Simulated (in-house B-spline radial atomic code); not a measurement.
Lu⁺. Computed with a B-spline radial atomic code. Model: non-relativistic spherical atom: semilocal Troullier-Martins pseudo-atom, one channel per l, against all electrons, high spin, G0W0 and RPA with empty states to l = 8, local potential for every l without a channel, a model core (radius 0 = none) keeps its share of the functional.

Without relativity these are model numbers for so heavy an element.

What the tables leave out is listed at the end.

The pseudopotential gives back the lowest level of each angular momentum of its own functional in the configuration it was made in; a second state of the same l is only approximately right. Exact exchange, RPA and GW see the smooth pseudo-orbitals and miss the exchange with the core, for which the functional's share stands in. The column with an uncorrelated core keeps all orbitals and exact exchange, and so separates missing core correlation from pseudisation. Only the three outermost levels and the lowest empty one were computed. RPA here is direct RPA, with no exchange kernel, and its energies carry an (l + 1/2)⁻⁴ tail. A hybrid on a potential with a model core restores only its own semilocal share of the core's exchange.

Command:
```bash
python run_psgw.py task.json out
```
Settings (lengths in bohr, energies in hartree):
```
Z                      71
electrons              70
configuration          [Xe] 4f14 6s2
generated_in           [Xe] 4f14 5d1 6s2
functional             pbe,pbe
core_shells            9
radius_factor          1
core_correction        True
ion_configuration      [Xe] 4f14 6s1
```

Run time, properties included: 76 s on 1 thread of Arm Neoverse N1, on a shared host.

Given: made with PBE; model core radius 0.671 bohr; local radius 1.227 bohr; mean-field start PBE0.

Valence shells of the generating configuration: 5s, 5p, 4f, 6s, 5d.

Channel: s 1.128, p 1.242, d 1.788, f 1.574 (radii in bohr).

Computed: largest level miss in the spin-unpolarised generating configuration 0.039 eV; valence RPA correlation energy all-electron orbitals -1.8008 hartree; valence RPA correlation energy pseudo -2.4967 hartree; all-electron RPA polarisability, core included 51.06 bohr³; pseudo-atom RPA polarisability 50.169 bohr³; ionisation by RPA all-electron 13.364 eV; ionisation by RPA pseudo minus all 0.118 eV.

| level | occupied | mean-field all-electron (eV) | mean-field pseudo minus all (eV) | G0W0 all-electron (eV) | G0W0 uncorrelated core minus all (eV) | G0W0 pseudo minus all (eV) | exchange self-energy all-electron (eV) | exchange self-energy pseudo (eV) |
| --- | --- | --- | --- | --- | --- | --- | --- | --- |
| 6s | 1 | -10.931 | -0.079 | -13.359 | 0.003 | -0.117 | -8.9053 | -8.5126 |

Problem. What is the ionisation by mean-field pseudo minus all?

Solution. 0.095 eV.

Problem. What is the ionisation by mean-field all-electron?

Solution. 12.95 eV.

Among the listed levels the largest G0W0 shift of the pseudo-atom is -0.12 eV, for 6s on the PBE0 start, while leaving the core uncorrelated moves that level by +0.00 eV. The rest, -0.12 eV, comes from pseudisation and the lost core exchange. Not in the tables (levels of low weight, unsolved or above zero; the highest and the empty levels are kept at any weight): the PBE start was refused, since an empty level lay at or below an occupied one; on PBE0 the G0W0 levels 4f (pseudo minus all +8.01 eV, weights 0.84 and 0.71), 5p (pseudo minus all -1.03 eV, weights 0.64 and 0.76), 5d (pseudo minus all +0.63 eV, weights 0.61 and 0.39); no Hartree-Fock pseudo-atom is run with a model core.
